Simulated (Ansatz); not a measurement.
Input file for Ansatz (a quantum-chemistry and plane-wave program): R-SVWN5/def2-TZVPP on CH6OSi (SMILES CO[SiH3]), a point of a torsion scan.

Ansatz 0.2 input:
```yaml
crystal:
  periodic: [false, false, false]
  atoms:
    - {symbol: C, position_ang: [1.37931758, -0.05456733, 0.05624573]}
    - {symbol: O, position_ang: [0.14259446, -0.09750085, -0.58520894]}
    - {symbol: Si, position_ang: [-1.35634695, 0.08703528, -0.00133864]}
    - {symbol: H, position_ang: [1.88344477, -1.01509958, -0.07674305]}
    - {symbol: H, position_ang: [1.98909908, 0.73008265, -0.39854947]}
    - {symbol: H, position_ang: [1.28431986, 0.14808878, 1.12449713]}
    - {symbol: H, position_ang: [-1.66333491, -0.91743918, 1.02307798]}
    - {symbol: H, position_ang: [-2.10164604, -0.09050780, -1.23464644]}
    - {symbol: H, position_ang: [-1.53643266, 1.40771127, 0.61191598]}
basis:
  gaussian:
    orbitals: def2-TZVPP
hamiltonian:
  xc: {name: SVWN5}
scf: {lower_state_search: off}
```

Program output:

```
WARN ansatz: RAYON_NUM_THREADS=2 ignored (pool sized by the plan → 2); use --threads N
Functional definition: SVWN5
these checks for a lower state are left out or cut short: stability, starts, cluster_reference, orbital_swaps, neighbouring_geometries, increment
integrals: 0.08 GiB planned
973 factors; their error is unknown
mean field: 0.68 GiB planned
mean field evaluation 1: about -10995.9475 eV, gradient 6.4e1 eV
mean field evaluation 2: about -10965.1891 eV, gradient 1.4e2 eV
mean field evaluation 4: about -11003.9772 eV, gradient 1.1e1 eV
mean field evaluation 8: about -11004.1911 eV, gradient 1.3e-1 eV
mean field evaluation 16: about -11004.1648 eV, gradient 7.1e-5 eV
mean field -11004.16479665 eV, -404.3955973861 hartree, gradient 3.0e-6 eV, S^2 0.000000; 0 other end points of the search recorded, 0 dependent functions left out
reference -11004.16483529 eV, -404.3955988061 hartree; 17, 17 occupied and 171, 171 virtual orbitals, 973 factors
Total energy: -11004.16483529 eV, -404.3955988061 hartree
Checks for a lower state left out: stability, starts, cluster_reference, orbital_swaps, neighbouring_geometries, increment
```

The calculation finished and met its thresholds.

Cost: about 1.1 core-seconds (a rough figure).
